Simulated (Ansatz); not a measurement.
Frontier orbitals of CH$_{5}$In (`[CH3][InH2]`).

Cartesian coordinates in Å:
```
C -0.108 -0.025 -1.003
In 0.111 0.048 1.138
H -0.051 0.969 -1.446
H 0.695 -0.636 -1.425
H -1.056 -0.491 -1.278
H 0.793 1.437 1.911
H -0.384 -1.301 2.104
```

Total charge 0; spin multiplicity 1. Correlated methods include outer-core shells of In, which these sets cover unevenly. In takes the def2 core potential. All single points use the PBE0-D4/def2-TZVP geometry. Basis def2-TZVPP, the Gaussian-basis code of Ansatz.

| functional | HOMO (eV) | LUMO (eV) | gap (eV) |
| --- | --- | --- | --- |
| LDA (SPW92) | -6.58 | -2.54 | 4.04 |
| PBE | -6.42 | -2.29 | 4.13 |
| PBE0 | -7.56 | -1.55 | 6.01 |
| B3LYP | -7.36 | -1.85 | 5.51 |
| LC-ωPBE | -10.24 | 0.33 | 10.57 |
| ωB97M-V | -9.74 | -0.12 | 9.62 |
| HF | -10.25 | 0.75 | 11.00 |

Against PBE, PBE0 changes HOMO and LUMO by −1.14 and +0.74 eV, ωB97M-V by −3.32 and +2.16 eV. A gap of 4.14 eV thus becomes 9.62 eV for the same molecule, so an orbital gap means little without its functional.

B3LYP here is the variant with VWN-RPA as its local correlation; programs differ in this. LC-ωPBE has ω = 0.4 bohr⁻¹.
